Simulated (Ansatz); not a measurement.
A nudged elastic band was laid between two geometries of CH$_{6}$Sn (8 atoms, charge 0, multiplicity 1).

Method: RKS PBE0/def2-SVP in Ansatz 0.2.0.

| Property | Result |
| --- | --- |
| movable images | 7 |
| climbing image | yes |
| spring | 5.0 eV/Å² |
| optimiser | quadratic models (default) |
| start path | through a guess of the saddle point |
| force threshold | 0.05 eV/Å |
| iteration limit | 60 |
| end points | relaxed |

First end point:

```xyz
8
Properties=species:S:1:pos:R:3
Sn 0.218 0.038 0.150
H 0.104 -0.019 1.861
H 1.876 0.163 -0.279
C -0.886 1.718 -0.621
H -1.960 1.482 -0.640
H -0.725 2.599 0.017
H -0.553 1.949 -1.642
H -0.410 -1.423 -0.496
```

Last end point:

```xyz
8
Properties=species:S:1:pos:R:3
Sn -0.880 -0.154 0.674
H 1.496 0.188 1.039
H 1.543 0.023 0.285
C -0.995 1.672 -0.568
H -1.931 1.599 -1.150
H -1.054 2.580 0.050
H -0.168 1.764 -1.286
H -0.347 -1.168 -0.695
```

Q: What changes between the two ends?

A: Bonds broken: Sn1–H2, Sn1–H3. Bonds formed: H2–H3. CH6Sn becomes CH4Sn + H2.

Q: Give the energies along the band, and the barrier.

A: The forces met the threshold. The highest image is number 5 of 0 to 8, 50.0 kcal/mol above the first end and 28.5 kcal/mol above the last; the last end lies 21.5 kcal/mol above the first. A vibrational analysis at the climbing image gives one clearly imaginary mode, 1262i cm⁻¹: a first-order saddle point. The orbitals stay closed-shell, which can raise the energy where a bond breaks towards radicals; this wasn't checked here.

```csv
image,path coordinate (Å),energy (kcal/mol),Sn1–H2 (Å),Sn1–H3 (Å),H2–H3 (Å)
0,0.00,0.0,1.72,1.72,2.78
1,0.39,-0.1,1.72,1.72,2.78
2,0.77,3.4,1.71,1.70,2.55
3,1.15,15.6,1.70,1.70,2.17
4,1.54,36.5,1.69,1.77,1.76
5,1.92,50.0,1.74,1.91,1.35
6,2.54,23.4,2.15,2.28,0.80
7,3.16,21.7,2.40,2.44,0.77
8,3.79,21.5,2.43,2.46,0.77
```

Q: What is the geometry of the highest image?

A: 
```xyz
8
Properties=species:S:1:pos:R:3
Sn -0.439 -0.148 0.352
H 0.857 0.016 1.498
H 1.425 0.279 0.300
C -0.966 1.706 -0.645
H -2.059 1.810 -0.648
H -0.526 2.544 -0.086
H -0.586 1.706 -1.674
H -0.043 -1.408 -0.748
```

Q: What are the harmonic wavenumbers there?

A: 1262i, 114, 363, 450, 516, 578, 778, 793, 833, 1201, 1420, 1430, 1440, 1874, 1904, 3085, 3204, 3215 cm⁻¹.

Run time: 5.2 min on 1 thread of Arm Neoverse V1 (shared host), peak memory 0.14 GiB.
